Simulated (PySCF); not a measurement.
C3H9Ga.

```xyz
13

Ga    -0.0003     0.0013     0.0007
C     -1.3732    -1.4265    -0.1740
H     -1.2790    -1.9057    -1.1646
H     -2.3899    -1.0024    -0.1239
H     -1.2784    -2.2104     0.5926
C     -0.1666     1.6751    -1.0597
H      0.7908     1.9319    -1.5428
H     -0.4146     2.5126    -0.3837
H     -0.9493     1.6188    -1.8313
C      1.5404    -0.2511     1.2322
H      2.2047     0.6251     1.2772
H      2.1378    -1.1219     0.9104
H      1.1837    -0.4740     2.2522
```

Geometry: B3LYP-D3(BJ)/def2-SVP. The isomer is the one that the SMILES or the coordinates give; other isomers of the formula were not compared.

Calculation: PBE/pcSseg-1 run with PySCF. Non-relativistic, no solvent.

**Question.** Give the absolute GIAO shielding of each atom: isotropic value and principal components (ppm). (The exact figures need the calculation; the answer reports its results.)

**Answer.** 
| atom | σ(iso) | σ11 | σ22 | σ33 | span |
|---|---|---|---|---|---|
| Ga1 | 871.6 | 735.1 | 738.0 | 1141.6 | 406.5 |
| C2 | 177.6 | 158.7 | 183.7 | 190.5 | 31.9 |
| H3 | 31.1 | 27.2 | 28.2 | 38.0 | 10.8 |
| H4 | 30.9 | 26.6 | 28.5 | 37.6 | 11.0 |
| H5 | 30.8 | 26.1 | 28.8 | 37.4 | 11.3 |
| C6 | 177.5 | 158.6 | 183.4 | 190.5 | 31.9 |
| H7 | 30.9 | 26.6 | 28.5 | 37.6 | 11.0 |
| H8 | 31.1 | 27.2 | 28.2 | 38.0 | 10.7 |
| H9 | 30.7 | 26.1 | 28.8 | 37.3 | 11.3 |
| C10 | 177.6 | 158.4 | 184.6 | 189.8 | 31.4 |
| H11 | 30.7 | 26.1 | 28.8 | 37.3 | 11.3 |
| H12 | 31.0 | 27.0 | 28.3 | 37.8 | 10.8 |
| H13 | 31.0 | 26.8 | 28.4 | 37.8 | 11.0 |
